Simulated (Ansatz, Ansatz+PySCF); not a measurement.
```xyz
2

N     0.0000    0.0000   -0.7616
O     0.0000    0.0000    0.6664
```

Basis set: STO-3G (spherical functions). Frozen core: 2 orbitals. Correlation on ROHF uses semicanonical orbitals with singles. Charge 0, multiplicity 2.

Computed with Ansatz (development build ahead of 0.2.0); each method stands on the lowest determinant of its kind that the runs found.

Q: Give the atomization energy at this shape (free ground-state atoms in the same class of orbitals less the molecule, no zero-point energy) of doublet NO by PBE0 (unrestricted), UHF-CCSD(T), UHF-MP2, ROHF-MP2, ROHF-CCSD(T), ROHF, UHF.

A:

```json
{"method": "PBE0 (unrestricted)", "atomization energy": "421.9 kJ/mol"}
{"method": "UHF-CCSD(T)", "atomization energy": "327.1 kJ/mol"}
{"method": "UHF-MP2", "atomization energy": "164.5 kJ/mol"}
{"method": "ROHF-MP2", "atomization energy": "46.3 kJ/mol"}
{"method": "ROHF-CCSD(T)", "atomization energy": "321.0 kJ/mol"}
{"method": "ROHF", "atomization energy": "-194.7 kJ/mol"}
{"method": "UHF", "atomization energy": "55.7 kJ/mol"}
```

Caution: the shape is not the minimum. Caution for PBE0 (unrestricted): the unrestricted determinant is spin contaminated. Caution for UHF-CCSD(T), UHF-MP2, ROHF-MP2, ROHF-CCSD(T): large amplitudes, a single reference is doubtful. Caution for UHF-CCSD(T), UHF-MP2, UHF: the determinant may break the point group; the unrestricted determinant is a mixture of spin states. Caution for UHF-MP2, ROHF-MP2, ROHF-CCSD(T): another reference gives a lower total. Caution for ROHF-MP2, ROHF-CCSD(T): a plain start can end on a higher determinant. Caution for ROHF-MP2, ROHF-CCSD(T), ROHF: an unrestricted determinant lies well below. Caution for ROHF: the molecule lies well above its atoms at this level.

This basis has no polarisation functions and is too small for such energies, which can lie far from measured ones in either direction.
